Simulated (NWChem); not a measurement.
System: CH3CaClN2

```xyz
8

Ca    -0.0818    -0.3770     0.0000
Cl     0.2703    -2.8276     0.0000
C     -0.4517     2.2534     0.0000
N     -0.3598     1.5976    -1.1468
N     -0.3598     1.5976     1.1468
H     -0.6057     3.3515     0.0000
H     -0.4427     2.1923    -1.9630
H     -0.4427     2.1923     1.9630
```
Atoms are numbered in this order, from 1.

Level: PBE0/def2-SVP (NWChem), optimised geometry, unscaled harmonic frequencies. 

| frequency (cm⁻¹) | IR intensity (km/mol) |
|---|---|
| 32 | 15.9 |
| 68 | 15.1 |
| 214 | 147.9 |
| 272 | 0.0 |
| 365 | 15.7 |
| 436 | 179.7 |
| 618 | 0.0 |
| 729 | 13.0 |
| 756 | 111.7 |
| 1050 | 0.5 |
| 1155 | 134.3 |
| 1165 | 2.3 |
| 1325 | 159.5 |
| 1442 | 68.9 |
| 1651 | 327.6 |
| 3043 | 70.7 |
| 3658 | 59.1 |
| 3661 | 11.6 |

```yaml
zero_point_energy: 30.9 kcal/mol
thermal correction to the enthalpy at 298.15 K (with zero-point energy): 35.6 kcal/mol
heat capacity Cv: 19.9 cal/(mol K)
entropy at 298.15 K and 1 atm (symmetry number 2): 82.9 cal/(mol K)
dipole_moment: 5.69 D
```

Rigid rotor and harmonic oscillator; modes under 100 cm⁻¹ make the entropy uncertain.
